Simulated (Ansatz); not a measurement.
Geometry optimisation, RHF/STO-3G in Ansatz.

Input:

```yaml
crystal:
  periodic: [false, false, false]
  atoms:
    - { symbol: B, position_ang: [0.0033, -2.3064, 0.1773] }
    - { symbol: O, position_ang: [-0.4939, -1.4198, 1.2738] }
    - { symbol: B, position_ang: [-0.7779, -0.098, 0.676] }
    - { symbol: Cl, position_ang: [-2.3808, 0.3482, 0.131] }
    - { symbol: "N", position_ang: [0.3583, 0.9565, 0.6883] }
    - { symbol: C, position_ang: [0.6827, 1.3932, -0.6596] }
    - { symbol: H, position_ang: [1.1336, -2.353, -0.0794] }
    - { symbol: H, position_ang: [-0.71123, -2.09849, 1.961] }
    - { symbol: H, position_ang: [-0.0159, 1.8117, 1.2593] }
    - { symbol: H, position_ang: [1.4968, 2.1355, -0.6007] }
    - { symbol: H, position_ang: [1.041, 0.5125, -1.2316] }
    - { symbol: H, position_ang: [-0.1779, 1.8443, -1.1456] }
basis:
  gaussian: { orbitals: STO-3G }
hamiltonian:
  xc: hf
relax:
  f_tol: 0.02
  max_steps: 50
```

Run as:

```bash
$ ansatz run input.yaml --threads 1 --pin off --max-ram 2048MiB --backend cpu --events-out ev --progress --plain --runs-dir out
```

Task: Where does it end, and by what steps?

Result: The forces met the threshold. Limits of this set-up: minimal basis. After 32 steps the energy has fallen by 9.015 eV; H9 moved furthest, 1.77 Å. Parted: O2–B3 (1.48 → 2.62 Å). Joined: B1–B3 (2.39 → 1.69 Å).

```
step  energy less start (eV)  largest force component (eV/Å)  accepted
   0                  0.0000                           4.744       yes
   2                 -2.2330                           2.628       yes
   4                 -3.1281                           1.838       yes
   6                 -5.0555                           4.837       yes
   8                 -6.5244                           1.740       yes
  10                 -6.7982                           0.971       yes
  12                 -6.9193                           0.456       yes
  14                 -7.0872                           1.698       yes
  16                 -7.7220                           2.169       yes
  18                 -8.4576                           2.731       yes
  20                 -8.8475                           1.350       yes
  22                 -9.0022                           0.276       yes
  24                 -9.0135                           0.079       yes
  26                 -9.0141                           0.050       yes
  28                 -9.0144                           0.020       yes
  30                 -9.0146                           0.032       yes
  32                 -9.0147                           0.018       yes
```

```xyz
12
Properties=species:S:1:pos:R:3
B -0.253 -1.488 0.594
O 0.473 -1.727 1.694
B -1.024 0.001 0.413
Cl -2.785 0.097 0.859
N -0.473 1.164 -0.076
C 0.921 1.368 -0.505
H -0.357 -2.314 -0.224
H 0.850 -2.635 1.704
H -1.043 2.008 -0.165
H 1.405 2.139 0.099
H 1.479 0.441 -0.390
H 0.966 1.673 -1.552
```

Whether the end is a true minimum wasn't checked by a vibrational analysis.

The run took 2.5 min on 1 thread of Intel(R) Xeon(R) Processor @ 2.50GHz (Skylake/Cascade Lake), with other jobs on the host, peak memory 0.17 GiB.
